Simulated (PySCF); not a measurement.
SMILES C(=O)(C)[CH]CCCC (C7H13O), doublet, GFN2-xTB optimised geometry.

```
21

C      0.27     0.37     0.00
C     -0.27    -0.37     1.22
C      0.20     0.28     2.52
C     -0.33    -0.47     3.75
C      0.10     0.19     5.00
C      0.92    -0.35     6.03
C      1.41    -1.77     5.88
O      1.22     0.33     7.01
H     -0.07    -0.10    -0.92
H      1.36     0.37     0.00
H     -0.07     1.41     0.00
H     -1.36    -0.37     1.19
H      0.07    -1.41     1.19
H     -0.14     1.32     2.55
H      1.30     0.29     2.55
H      0.00    -1.51     3.72
H     -1.42    -0.45     3.70
H     -0.21     1.22     5.14
H      2.01    -1.88     4.97
H      0.57    -2.46     5.83
H      2.03    -2.02     6.74
```

Density from PySCF with unrestricted B3LYP/def2-SVP at that geometry.

Minimum of the electron density along straight lines between bonded atoms, close to the bond critical point (lines longer than 1.1 times the sum of covalent radii, or with two minima, are not listed):

| bond | length / Å | ρ at the minimum / e bohr⁻³ | ∇²ρ there / e bohr⁻⁵ | position (fraction from the first atom) |
|---|---|---|---|---|
| C1–C2 | 1.524 | 0.246 | -0.57 | 0.50 |
| C2–C3 | 1.526 | 0.247 | -0.57 | 0.50 |
| C3–C4 | 1.542 | 0.236 | -0.52 | 0.50 |
| C4–C5 | 1.472 | 0.270 | -0.65 | 0.49 |
| C5–C6 | 1.424 | 0.299 | -0.76 | 0.50 |
| C6–C7 | 1.515 | 0.255 | -0.61 | 0.51 |
| C6–O8 | 1.233 | 0.390 | 0.14 | 0.33 |
| C1–H9 | 1.087 | 0.277 | -1.02 | 0.62 |
| C1–H10 | 1.088 | 0.277 | -1.01 | 0.62 |
| C1–H11 | 1.088 | 0.277 | -1.01 | 0.62 |
| C2–H12 | 1.092 | 0.277 | -1.00 | 0.62 |
| C2–H13 | 1.092 | 0.277 | -1.00 | 0.62 |
| C3–H14 | 1.091 | 0.278 | -1.01 | 0.62 |
| C3–H15 | 1.092 | 0.278 | -1.01 | 0.62 |
| C4–H16 | 1.089 | 0.279 | -1.03 | 0.62 |
| C4–H17 | 1.097 | 0.272 | -0.97 | 0.62 |
| C5–H18 | 1.082 | 0.284 | -1.09 | 0.64 |
| C7–H19 | 1.088 | 0.275 | -1.00 | 0.62 |
| C7–H21 | 1.086 | 0.279 | -1.05 | 0.64 |
